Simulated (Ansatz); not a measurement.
The first iterations of a band of Cl₃HSi (5 atoms, charge 0, multiplicity 1).

The calculation used RKS PBE0/def2-SVP (Ansatz 0.2.0).

* movable images: 5
* climbing image: yes
* spring: 5.0 eV/Å²
* optimiser: quadratic models (default)
* start path: through a guess of the saddle point
* force threshold: 0.05 eV/Å
* iteration limit: 10
* end points: relaxed

Initial state:

```xyz
5
Properties=species:S:1:pos:R:3
Si 0.165 0.000 0.247
H -0.079 0.000 1.702
Cl 2.178 0.000 -0.114
Cl -0.671 1.668 -0.592
Cl -0.671 -1.668 -0.592
```

Final state:

```xyz
5
Properties=species:S:1:pos:R:3
Si -1.026 0.000 0.111
H 1.656 0.000 2.104
Cl 1.969 0.000 0.855
Cl -0.840 1.621 -1.209
Cl -0.840 -1.621 -1.209
```

| iteration | highest image above the first end (eV) | largest band force component (eV/Å) |
| --- | --- | --- |
| 1 | 3.789 | 3.601 |
| 2 | 3.085 | 1.727 |
| 3 | 2.985 | 1.521 |

Does the band converge within its limit, and where does its top end?

It converged. It ended after 10 iterations with the highest image 2.909 eV above the first end. Neighbouring images differ by up to 1.5 eV, so the band resolves the path poorly. Another band between the same ends (5 images) ends at a top of the same energy, where a vibrational analysis finds 1 clearly imaginary mode. The orbitals stay closed-shell, which can raise the energy where a bond breaks towards radicals; this wasn't checked here.

Run time: 2.5 min on 1 thread of Arm Neoverse V1 (shared host), peak memory 0.18 GiB.
